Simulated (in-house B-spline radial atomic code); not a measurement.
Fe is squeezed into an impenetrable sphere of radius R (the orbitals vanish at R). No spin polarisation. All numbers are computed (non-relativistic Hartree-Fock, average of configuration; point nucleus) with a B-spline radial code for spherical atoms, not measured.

Energies in eV above the free atom in [Ar] 3d6 4s2:

| R (bohr) | highest level (eV) | [Ar] 3d6 4s2 | [Ar] 3d6 4s1 4f1 | [Ne] 3s2 3p5 3d6 4s2 4d1 | -dE/dV in [Ar] 3d6 4s2 (GPa) |
| --- | --- | --- | --- | --- | --- |
| 7.46 | -6.79 | 0.2575 | 12.86 | 71.03 | 0.423 |
| 6.31 | -6.3 | 0.8657 | 16.5 | 73.29 | 1.96 |
| 5.3 | -5.17 | 2.515 | 22.3 | 77.63 | 8.25 |
| 4.24 | -1.85 | 8.157 | 34.87 | 89.35 | 45.5 |
| 3.64 | 2.76 | 16.93 | 49.19 | 105 | 140 |
| 3.06 | 12.5 | 37.18 | 75.7 | 137.4 | 495 |
| 2.57 | 30.9 | 79.61 | 122.2 | 198.8 | 1740 |
| 2.19 | 61.6 | 157.6 | 198.4 | 303.3 | 5460 |
| 1.96 | 95.2 | 251.4 | 285 | 422.6 | 12000 |
| 1.48 | 260 | 790.7 | 764.2 | 1064 | 82900 |

Does [Ar] 3d6 4s1 4f1 fall below [Ar] 3d6 4s2 under compression?

Yes, between R = 1.96 and 1.48 bohr the order changes (near 1.69 bohr by linear interpolation).

Does [Ne] 3s2 3p5 3d6 4s2 4d1 fall below [Ar] 3d6 4s2 under compression?

No, it stays above over the whole range.

The highest level is first positive in the row R = 3.64 bohr, pushed up by confinement above the zero of the free ion's potential. Each configuration is held fixed and needn't be the lowest in the sphere.
